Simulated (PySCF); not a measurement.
# Identify the compound

Molecular formula: C$_{7}$H$_{11}$ClO. Simulated spectra:

1H NMR (400 MHz, computed): δ 2.50 (q, 2H), 2.18 (s, 3H), 2.10 (s, 3H), 1.15 (t, 3H).

13C{1H} NMR (computed): δ 176.5, 171.6, 138.7, 28.5, 28.3, 28.0, 16.6.

- coordinates at the PBE0-D3(BJ)/def2-SVP level
- B3LYP/pcSseg-1 with gauge-including orbitals
- run in PySCF 2.14.0 with density-fitted response routines
- gas phase, equivalent nuclei averaged, no relativistic terms, a single conformation

δ = σ(ref) − σ, references computed at the same level: 1H, 13C vs TMS.

Problem. What is the structure?

Solution. 
The formula gives 2 degrees of unsaturation (no ring in the answer). 7 carbon signals for 7 carbons: no two carbons are equivalent. Carbon types of the structure: 3 × C, 1 × CH2, 3 × CH3, which accounts for all hydrogens. δC 176.5: carbonyl carbon. δC 171.6: β carbon of a C=C–C=O unit; conjugation with the carbonyl draws π density from the β position. δC 138.7: α carbon of a C=C–C=O unit; as expected for a trigonal carbon in a double bond. δC 28.5, 28.0: allylic methyl carbon; aliphatic region, no heteroatom directly attached. δC 16.6: methyl carbon; saturated and bonded to C and H only. δH 2.50: hydrogen on an allylic sp3 CH2; allylic position. δH 2.18, 2.10: hydrogen on an allylic methyl carbon; allylic position.

These data were computed for SMILES CCC(C(=O)Cl)=C(C)C.

The data come from this structure; uniqueness wasn't tested.

Carbons that carry Cl, above all several Cl atoms, come out too deshielded, partly because spin–orbit coupling is missing. Shifts are as computed. Against solution values, carbons near 30 ppm lie about +2 ppm off and those near 130 ppm about +6 ppm. Of 1309 compounds with measured shifts, 239 miss one by over three times the rms of a fit or turn the order of signals round; such compounds aren't used in these exercises. No couplings were computed; multiplicities are counted from neighbouring protons, with m where these are inequivalent, close in shift, in a saturated or five-membered ring or joined by F or P, and br s for small geminal =CH2 splittings.
